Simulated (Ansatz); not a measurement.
`N[SiH]([SiH3])[InH2]` + HCl → `N[SiH]([SiH3])Cl` + `[InH3]` at 700 K and 1 bar (cleavage of the Si–In bond).

Calculated with Ansatz (gas phase, PBE0-D4/def2-TZVP geometries, no zero-point term in ΔE). CCSD(T)/CBS adds triple-zeta CCSD(T) − MP2 to the extrapolated MP2 energy (def2 sets, frozen cores). This one scheme is used for every species. Elements past krypton have def2 core potentials. For In outer-core shells are correlated without core-valence functions, which leaves a few kJ/mol of doubt a bond. One conformer a species, not always the lowest.

| species | CCSD(T)/CBS energy (Eh) | H − E (kJ/mol) | S (J/(mol·K)) |
| --- | --- | --- | --- |
| `N[SiH]([SiH3])[InH2]` | -827.47915 | 288.5 | 572.8 |
| HCl | -460.38127 | 38.4 | 211.8 |
| `N[SiH]([SiH3])Cl` | -1096.32520 | 243.5 | 478.7 |
| `[InH3]` | -191.56739 | 77.3 | 275.7 |

H − E and S are ideal-gas, rigid-rotor, harmonic terms from PBE0-D4/def2-TZVP, for one conformer and one mirror image of each species. 1 Eh = 2625.50 kJ/mol, R = 8.31446 J/(mol·K).

**Question.** By hand: ΔE, ΔH, ΔS and ΔG.

**Answer.** ΔE = (-1096.32520) + (-191.56739) − (-827.47915) − (-460.38127) = -0.03217 Eh = -84.5 kJ/mol. Δ(H − E) = 243.5 + 77.3 − 288.5 − 38.4 = -6.1, so ΔH = -90.6 kJ/mol. ΔS = 478.7 + 275.7 − 572.8 − 211.8 = -30.2 J/(mol·K). ΔG = -90.6 − 700 × (-30.2)/1000 = -69.5 kJ/mol.

**Question.** By hand: the equilibrium constant, and the temperature at which ΔG would vanish if ΔH and ΔS stayed fixed.

**Answer.** log₁₀ K = −ΔG/(RT ln 10) = 5.2. ΔG = 0 at ΔH/ΔS = 3000 K, far beyond where these terms or the molecules hold.

ΔH outweighs TΔS. A doubt of 5 kJ/mol in ΔE shifts log₁₀ K by 0.4 here. Other conformers and mirror images would add mixing entropy, several J/(mol·K) or more a flexible species. Modes under 60 cm⁻¹, often nearly free rotors, make the harmonic entropy too high. These are equilibria of isolated gas molecules and say nothing of rates. Largest T1 diagnostic: 0.014 (customary marks: 0.02 for closed shells, 0.045 for open ones).
